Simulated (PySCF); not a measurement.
Computed IR spectrum (relative IR intensity) of a molecule C4H8O. Geometry: PBE-D3(BJ)/def2-SVP. Other conformers were not sampled. Method: PBE-D3(BJ)/def2-SVP (PySCF). Harmonic, unscaled wavenumbers; measured fundamentals usually lie a few per cent lower.

Lines under 2 % of the strongest are left out, and lines within 2 cm⁻¹ are merged.

ν (cm⁻¹): 826 (vw), 863 (vw), 887 (vw), 907 (w), 1010 (vw), 1084 (s), 1142 (w), 1154 (vw), 1209 (w), 1345 (vw), 1407 (vw), 1419 (vw), 2901 (vs), 2983 (m), 2996 (s), 3053 (w), 3060 (m) (against the strongest line: vs over 80 %, s over 45 %, m over 15 %, w over 4 %, vw less)

**Question.** Which molecule gave these data?
A. C[C@H]1CCO1
B. C=C(C)OC
C. C1CCOC1
D. C[C@@H]1C[C@H]1O

**Answer.** C, C1CCOC1
